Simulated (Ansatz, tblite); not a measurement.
Isomers of Al4N4⁻ (doublet), found by a short tight-binding search and relaxed with r2SCAN-D4/def2-SVPD in Ansatz.

The xTB rows come from tblite. Correlated methods freeze 24 core orbitals.

Run but left out: HF/def2-SVPD, MP2/def2-SVPD (C: ⟨S²⟩ 1.22, where a pure state has 0.75).

C: At CCSD(T)/def2-SVPD T1 of the charge -1 doublet is large (up to 0.052), so the single-reference result is doubtful. At CCSD(T)/def2-SVPD the charge -1 doublet is spin-contaminated (final ⟨S²⟩ up to 1.22, 0.75 for a pure state).

Other spin states weren't relaxed.

A:

```csv
atom,x (Å),y (Å),z (Å)
Al1,-0.5779,1.6143,-0.9988
Al2,0.5779,-1.6143,0.9989
Al3,0.9303,1.1521,1.3238
Al4,-0.9303,-1.1521,-1.3238
N5,-1.3192,0.4052,-2.0308
N6,0.3080,2.4194,0.2830
N7,1.3185,-0.4052,2.0312
N8,-0.3073,-2.4194,-0.2835
```

B:

Cartesian coordinates in Å:
```
Al -4.1649 2.5815 1.4368
Al 4.1486 -2.6125 -1.4287
Al 1.3556 -0.8459 -0.4656
Al -1.3500 0.8564 0.4630
N -2.7344 1.7245 0.9387
N -0.3704 -0.2428 -0.6338
N 0.3781 0.2581 0.6285
N 2.7375 -1.7192 -0.9390
```

C:

```xyz
8

Al    0.634   -0.454    1.090
Al   -0.322   -1.991   -0.871
Al    0.424    2.617    1.146
Al   -0.601    0.660   -1.000
N     0.538   -2.176    0.668
N     0.963    1.121    0.028
N    -1.016   -0.775   -1.959
N    -0.621    0.997    0.898
```

Problem. Estimate their order by electronic energy at PBE-QIDH/def2-TZVPD, counted from the lowest.

Solution. A (0.0) < B (22.5) < C (31.3), in kcal/mol.

Problem. Do the other levels pick the same lowest one?

Solution. Not GFN1-xTB. Energies above each level's lowest (kcal/mol):

```csv
level,A,B,C
GFN1-xTB,29.6,0.0,24.0
GFN2-xTB,0.0,91.6,54.4
PBE-D4/def2-TZVPD,0.0,28.3,28.3
BLYP-D4/def2-TZVPD,0.0,21.2,33.2
r2SCAN-D4/def2-TZVPD,0.0,28.4,30.7
PBE0-D4/def2-TZVPD,0.0,18.7,27.6
PBE-QIDH/def2-TZVPD,0.0,22.5,31.3
CCSD/def2-SVPD,0.0,10.0,33.1
CCSD(T)/def2-SVPD,0.0,19.3,33.3
```
Point groups (tolerance 0.1 Å): A D4h, B D2h, C C2v. Lower isomers may exist.
